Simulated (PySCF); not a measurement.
**BH2OH + CuOH → OCuBH2 + water**

Reaction: BH2OH + CuOH → OCuBH2 + water. Separate species in the gas phase, each in one low structure relaxed by PBE0-D3(BJ)/def2-SVP, with no frequency check at that level.

```
species      role    SMILES  charge  multiplicity
  BH2OH  reactant        BO       0             1
   CuOH  reactant  [OH][Cu]       0             1
 OCuBH2   product  B[O][Cu]       0             1
  water   product         O       0             1
```

(1) Is the reaction downhill in energy? Give ΔE by level.

Answers

(1) PBE0-D3(BJ)/def2-TZVPD -4.9, BLYP-D3(BJ)/def2-TZVPD -4.1 kcal/mol (PySCF), so it is downhill. These are electronic energies, without barriers or thermal terms.

The 2 runs behind this took 25 s in all, one thread each of AMD EPYC 7R13 on a shared host, launched as `OMP_NUM_THREADS=1 python cluster_run.py task.json out`.
